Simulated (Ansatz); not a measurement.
## Nudged elastic band run: GaH₄NO

Input:

```yaml
crystal:
  periodic: [false, false, false]
  atoms:
    - { symbol: Ga, position_ang: [0.114276, -0.284884, 0.299785] }
    - { symbol: H, position_ang: [0.033057, -0.739435, 1.79584] }
    - { symbol: O, position_ang: [1.658713, 0.028028, -0.587719] }
    - { symbol: H, position_ang: [2.438132, -0.121203, -0.023935] }
    - { symbol: "N", position_ang: [-1.331, -0.002645, -0.760836] }
    - { symbol: H, position_ang: [-2.300167, -0.122283, -0.469802] }
    - { symbol: H, position_ang: [-1.250813, 0.290522, -1.734835] }
basis:
  gaussian: { orbitals: def2-SVP }
hamiltonian:
  xc: pbe
  dispersion: d4
neb:
  order_check: false
  images: 6
  f_tol: 0.05
  max_iterations: 60
  climbing: false
  final_atoms:
    - { symbol: Ga, position_ang: [-0.32592059, 1.25451321, 0.6502249] }
    - { symbol: H, position_ang: [1.4495274, -0.96668416, 1.03591657] }
    - { symbol: O, position_ang: [1.33622802, -0.31652668, 0.31630641] }
    - { symbol: H, position_ang: [0.52084792, -0.62602782, -0.26127964] }
    - { symbol: "N", position_ang: [-0.90574219, -0.06238069, -0.7899351] }
    - { symbol: H, position_ang: [-1.82911544, -0.50311185, -0.66567969] }
    - { symbol: H, position_ang: [-0.88362713, 0.26831799, -1.76705546] }
  initial_path:
    images:
      - { positions_ang: [[0.114276, -0.284884, 0.299785], [0.033057, -0.739435, 1.79584], [1.658713, 0.028028, -0.587719], [2.438132, -0.121203, -0.023935], [-1.331, -0.002645, -0.760836], [-2.300167, -0.122283, -0.469802], [-1.250813, 0.290522, -1.734835]] }
      - { positions_ang: [[0.07912357, -0.20949016, 0.21855411], [0.32408187, -0.56570561, 1.69084752], [1.74054164, 0.0291295, -0.30867213], [2.3965073, -0.33821595, 0.0203455], [-1.42752918, 0.00115466, -0.82012152], [-2.29959083, -0.32801623, -0.61373902], [-1.45093637, 0.4592438, -1.66871646]] }
      - { positions_ang: [[0.04397114, -0.13409633, 0.13732322], [0.61510674, -0.39197623, 1.58585505], [1.82237028, 0.03023099, -0.02962526], [2.3548826, -0.5552289, 0.064626], [-1.52405836, 0.00495431, -0.87940705], [-2.29901466, -0.53374946, -0.75767604], [-1.65105973, 0.6279656, -1.60259792]] }
      - { positions_ang: [[0.0088187, -0.05870249, 0.05609233], [0.90613161, -0.21824684, 1.48086257], [1.90419892, 0.03133249, 0.24942161], [2.31325791, -0.77224184, 0.10890649], [-1.62058755, 0.00875397, -0.93869257], [-2.2984385, -0.73948268, -0.90161306], [-1.8511831, 0.7966874, -1.53647938]] }
      - { positions_ang: [[-0.05406652, 0.16121139, 0.10615518], [1.10848452, -0.250711, 1.37230209], [1.85812964, -0.01788961, 0.3785681], [2.03936018, -0.84435968, 0.07500012], [-1.55983643, 0.0002203, -0.94284958], [-2.23114542, -0.79388681, -0.92959559], [-1.79872797, 0.7935154, -1.5410823]] }
      - { positions_ang: [[-0.14468454, 0.52564533, 0.28751175], [1.22216548, -0.48936872, 1.26017358], [1.68416243, -0.1174353, 0.3578142], [1.53318943, -0.77158239, -0.03709314], [-1.34180502, -0.02064669, -0.89187809], [-2.09713542, -0.69696182, -0.84162363], [-1.49369436, 0.6184496, -1.61640669]] }
      - { positions_ang: [[-0.23530256, 0.89007927, 0.46886833], [1.33584644, -0.72802644, 1.14804508], [1.51019522, -0.21698099, 0.3370603], [1.02701868, -0.69880511, -0.14918639], [-1.1237736, -0.04151369, -0.84090659], [-1.96312543, -0.60003684, -0.75365166], [-1.18866074, 0.44338379, -1.69173107]] }
      - { positions_ang: [[-0.32592059, 1.25451321, 0.6502249], [1.4495274, -0.96668416, 1.03591657], [1.33622802, -0.31652668, 0.31630641], [0.52084792, -0.62602782, -0.26127964], [-0.90574219, -0.06238069, -0.7899351], [-1.82911544, -0.50311185, -0.66567969], [-0.88362713, 0.26831799, -1.76705546]] }
```

Command:

```bash
$ ansatz run input.yaml --threads 1 --pin off --max-ram 2048MiB --backend cpu --events-out ev --progress --plain --runs-dir out
```

Output, in part (warnings, iteration lines, the closing report on the highest movable image, with atoms numbered from 0):

```
NEB end point (image 0): max|allowed force component| = 2.159e-2 eV/Å (the criterion of neb.relax_end_points is 1.000e-2)
NEB end point (image 7): max|allowed force component| = 1.371e-2 eV/Å (the criterion of neb.relax_end_points is 1.000e-2)
NEB iter   1: max|band force component| = 1.728e1 eV/Å  barrier→ = 4.3732 eV  barrier← = 3.9120 eV  Δτ_max = 0.1989 Å  (216 SCF iters)
NEB iter   2: max|band force component| = 2.232e0 eV/Å  barrier→ = 2.4820 eV  barrier← = 2.0208 eV  Δτ_max = 0.1996 Å  (202 SCF iters)
NEB iter   3: max|band force component| = 1.353e0 eV/Å  barrier→ = 2.0585 eV  barrier← = 1.5973 eV  Δτ_max = 0.2000 Å  (190 SCF iters)
NEB iter   4: max|band force component| = 1.077e0 eV/Å  barrier→ = 2.1078 eV  barrier← = 1.6466 eV  Δτ_max = 0.2000 Å  (196 SCF iters)
NEB iter   5: max|band force component| = 8.734e-1 eV/Å  barrier→ = 2.2174 eV  barrier← = 1.7562 eV  Δτ_max = 0.2000 Å  (197 SCF iters)
NEB iter   6: max|band force component| = 5.369e-1 eV/Å  barrier→ = 2.1315 eV  barrier← = 1.6702 eV  Δτ_max = 0.2000 Å  (185 SCF iters)
NEB iter   7: max|band force component| = 4.233e-1 eV/Å  barrier→ = 2.1214 eV  barrier← = 1.6602 eV  Δτ_max = 0.2000 Å  (180 SCF iters)
NEB iter   8: max|band force component| = 4.678e-1 eV/Å  barrier→ = 2.1154 eV  barrier← = 1.6542 eV  Δτ_max = 0.1009 Å  (181 SCF iters)
NEB iter   9: max|band force component| = 4.736e-1 eV/Å  barrier→ = 2.0502 eV  barrier← = 1.5889 eV  Δτ_max = 0.1003 Å  (173 SCF iters)
NEB iter  10: max|band force component| = 4.350e-1 eV/Å  barrier→ = 1.8527 eV  barrier← = 1.3915 eV  Δτ_max = 0.0997 Å  (170 SCF iters)
NEB iter  11: max|band force component| = 6.596e-1 eV/Å  barrier→ = 1.5702 eV  barrier← = 1.1090 eV  Δτ_max = 0.0498 Å  (175 SCF iters)
NEB iter  12: max|band force component| = 5.938e-1 eV/Å  barrier→ = 1.6579 eV  barrier← = 1.1966 eV  Δτ_max = 0.0397 Å  (171 SCF iters)
NEB iter  13: max|band force component| = 2.158e-1 eV/Å  barrier→ = 1.6463 eV  barrier← = 1.1851 eV  Δτ_max = 0.0239 Å  (171 SCF iters)
NEB iter  14: max|band force component| = 8.736e-2 eV/Å  barrier→ = 1.6184 eV  barrier← = 1.1571 eV  Δτ_max = 0.0136 Å  (170 SCF iters)
NEB iter  15: max|band force component| = 3.186e-2 eV/Å  barrier→ = 1.6190 eV  barrier← = 1.1577 eV  Δτ_max = 0.0000 Å  (337 SCF iters)
Total energy: -55958.27026251 eV, -2056.4285022693 hartree
Atom 0 at    -0.187451    -0.193651     0.532880 Å, force     0.872465     0.125244    -0.427771 eV/Å
Atom 1 at     0.848898    -0.400892     1.681087 Å, force    -1.103160    -0.420748     1.032024 eV/Å
Atom 2 at     1.546541     0.292456    -0.018456 Å, force    -0.020850     0.276385    -0.955418 eV/Å
Atom 3 at     2.005839    -0.521550    -0.299826 Å, force     0.122192     0.055346    -0.122462 eV/Å
Atom 4 at    -1.383748    -0.190657    -0.854916 Å, force     0.063411     0.003633     0.203443 eV/Å
Atom 5 at    -2.403784    -0.262560    -0.836956 Å, force     0.047931     0.007875     0.160143 eV/Å
Atom 6 at    -1.064097     0.324954    -1.685314 Å, force     0.018011    -0.047735     0.110041 eV/Å
Dipole moment:    -0.465472    -0.212045    -0.129547 e Å
```

It converged. Neighbouring images differ by up to 1.3 eV, so the band resolves the path poorly. No image climbed, so the highest image needn't sit at the top of the path. The orbitals stay closed-shell, which can raise the energy where a bond breaks towards radicals; this wasn't checked here.

Final band (atoms are numbered from 1 in the order of the input):

```csv
image,path coordinate (Å),energy (kJ/mol),Ga1–H2 (Å),Ga1–O3 (Å),H2–O3 (Å)
0,0.00,0.0,1.57,1.81,2.99
1,0.76,26.8,1.56,1.81,2.72
2,1.53,156.2,1.56,1.88,1.96
3,2.29,129.5,1.82,2.15,1.12
4,3.06,59.8,2.58,2.44,0.98
5,3.82,54.8,2.80,2.43,0.98
6,4.58,47.0,2.85,2.41,0.98
7,5.35,44.5,2.87,2.31,0.98
```

Time of the run: 3 min on 1 thread of Arm Neoverse V1, on a shared host, peak memory 0.13 GiB.
